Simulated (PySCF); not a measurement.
Compound: C7H10N (doublet state).
Geometry (GFN2-xTB, Å), atoms numbered from 1 in this order:
```
atom  x, y, z in Å
C1     2.0814    0.2914   -1.1248
C2     1.4442   -0.6947   -0.1388
C3     0.0105   -0.3541    0.1183
C4    -1.0143   -0.9213   -0.5751
C5    -2.3452   -0.5509   -0.3231
N6    -2.6824    0.3609    0.6020
C7    -1.7573    0.9362    1.2882
C8    -0.2858    0.6880    1.1517
H9     3.1150    0.0142   -1.3176
H10    2.0651    1.3023   -0.7238
H11    1.5377    0.2856   -2.0667
H12    1.5132   -1.7017   -0.5555
H13    2.0058   -0.6712    0.7988
H14   -0.8118   -1.6706   -1.3269
H15   -3.1650   -0.9934   -0.8677
H16   -2.0763    1.6628    2.0245
H17    0.2236    1.6314    0.8983
H18    0.1329    0.3916    2.1267
```

The hyperfine couplings belong to this conformer and change with its torsions.

As a line formula: `CC[C]1C=CN=CC1` [radical].

Method: PySCF, UKS B3LYP, pcH-1 on C H N, non-relativistic, mean-field spin-orbit, GIAO. The structure is a single GFN2-xTB conformer in the gas phase; no vibrational or solvent corrections. The geometry wasn't refined by DFT: couplings that depend on bond lengths, twists or pyramidal angles can differ widely from those at the functional's own minimum.

Task: Count the α and β electrons and give S(S+1).

Result: Nα = 30, Nβ = 29 (59 in all), and S(S+1) = 0.75 for S = 1/2.

Mulliken spin populations, one withheld:

| atom | bound to | population |
| --- | --- | --- |
| C1 | C2, H9, H10, H11 | +0.0168 |
| C2 | C1, C3, H12, H13 | -0.0311 |
| C3 | C2, C4, C8 | ? |
| C4 | C3, C5, H14 | -0.2057 |
| C5 | C4, N6, H15 | +0.5414 |
| N6 | C5, C7 | -0.1648 |
| C7 | N6, C8, H16 | +0.4098 |
| C8 | C7, C3, H17, H18 | -0.0829 |
| H9 | C1 | +0.0034 |
| H10 | C1 | -0.0012 |
| H11 | C1 | -0.0005 |
| H12 | C2 | +0.0043 |
| H13 | C2 | +0.0091 |
| H14 | C4 | +0.0072 |
| H15 | C5 | -0.0272 |
| H16 | C7 | -0.0206 |
| H17 | C8 | +0.0613 |
| H18 | C8 | +0.0579 |

Task: What does C3 hold?

Result: The populations add up to Nα − Nβ = 1, and the others sum to 0.5772, so C3 holds +0.423.

Task: How is the spin shared among the elements?

Result: Carbon +1.07, hydrogen +0.09, nitrogen -0.16. The positive populations sum to 1.53, the negative ones to -0.53.

Task: With ⟨S²⟩ = 0.7825, find the sum of squared α–β overlaps and estimate the admixture of higher spin.

Result: Σ|⟨iα|jβ⟩|² over occupied orbitals = Nβ − [⟨S²⟩ − S(S+1)] = 29 − 0.0325 = 28.9675. If the quartet state (S + 1) were the only admixture, its weight would be 0.0325/(2S + 2) = 1.08 %. For Kohn–Sham this describes the determinant of the orbitals, not the true wave function.

Task: What Fermi-contact NMR shifts do the couplings of C1, C2, C3, C4, C5, N6, C7 imply at 298 K (Curie law, g = gₑ)?

Result: δ = a_FC·h·gₑ μB S(S+1)/(3 g_N μN kT), with k/h = 20836.6 MHz/K:

```json
{"nuclei": "C1", "isotope": "13C", "a_FC (MHz)": "25.79", "g_N": "1.4048", "contact shift (ppm)": "+2718"}
{"nuclei": "C2", "isotope": "13C", "a_FC (MHz)": "-13.60", "g_N": "1.4048", "contact shift (ppm)": "-1433"}
{"nuclei": "C3", "isotope": "13C", "a_FC (MHz)": "39.56", "g_N": "1.4048", "contact shift (ppm)": "+4169"}
{"nuclei": "C4", "isotope": "13C", "a_FC (MHz)": "-36.22", "g_N": "1.4048", "contact shift (ppm)": "-3817"}
{"nuclei": "C5", "isotope": "13C", "a_FC (MHz)": "52.64", "g_N": "1.4048", "contact shift (ppm)": "+5546"}
{"nuclei": "N6", "isotope": "14N", "a_FC (MHz)": "-9.47", "g_N": "0.4038", "contact shift (ppm)": "-3473"}
{"nuclei": "C7", "isotope": "13C", "a_FC (MHz)": "40.74", "g_N": "1.4048", "contact shift (ppm)": "+4293"}
```

All at the stated temperature.

β density exceeds α density at some nuclei, such as C4 (-0.0322), N6 (-0.0293) and C8 (-0.0291), spin density in bohr⁻³. In a single determinant that takes different orbitals for the two spins, that is spin polarisation.

C3, the radical centre as drawn in `CC[C]1C=CN=CC1`, holds a spin population of +0.42 out of 1.
